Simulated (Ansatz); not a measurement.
```yaml
crystal:
  periodic: [false, false, false]
  atoms:
    - {symbol: C, position_ang: [-3.146781, 2.263419, 3.220350]}
    - {symbol: C, position_ang: [-1.915962, 2.672079, 2.449602]}
    - {symbol: S, position_ang: [-0.188524, 3.259192, 1.418114]}
    - {symbol: Sn, position_ang: [-0.425250, 1.181447, -0.819558]}
    - {symbol: Ga, position_ang: [2.447227, 0.726627, -2.362510]}
    - {symbol: C, position_ang: [-0.512544, -1.185805, 0.524960]}
    - {symbol: Si, position_ang: [1.020751, -2.546460, -0.536736]}
    - {symbol: H, position_ang: [-4.235436, 1.919290, 3.901801]}
    - {symbol: H, position_ang: [-2.318331, 1.566754, -1.733300]}
    - {symbol: H, position_ang: [2.449626, -0.048591, -4.161795]}
    - {symbol: H, position_ang: [4.066573, 1.415233, -1.504518]}
    - {symbol: H, position_ang: [-1.768238, -1.717274, 0.525568]}
    - {symbol: H, position_ang: [-0.155692, -0.905560, 1.812812]}
    - {symbol: H, position_ang: [1.791973, -3.915535, 0.454119]}
    - {symbol: H, position_ang: [2.525106, -1.471739, -1.049581]}
    - {symbol: H, position_ang: [0.365539, -3.213078, -2.139317]}
basis:
  gaussian: {orbitals: def2-SVP, final_grid: {core_spheres: 20, valence_spheres: 16, degree: 47}}
hamiltonian: {xc: {name: wB97X}}
accuracy: high
scf: {lower_state_search: off}
multiplicity: 3
```

```sh
$ ansatz run in.yaml --threads 2 --pin off --events-out ev --progress --plain --max-ram 22528MiB --backend cpu
```

Shortened log:

```
Error: YAML parse error: error: line 25 column 1: unknown field `multiplicity`, expected one of crystal, accuracy, basis, kpoints, hamiltonian, magnetization, projection, total_charge, correlation, batch, efield, external_charges, scf, relax, neb, saddle, md, ramp, phonons, dielectric, real_time, elastic, magnetic_configurations, gw, evaluate, workflow, output, checkpoint, execution
23 | accuracy: high
24 | scf: {lower_state_search: off}
25 | multiplicity: 3
```

(1) What is wrong with this run?

Answers

(1) The input holds a key that doesn't belong there. The program refused the input.
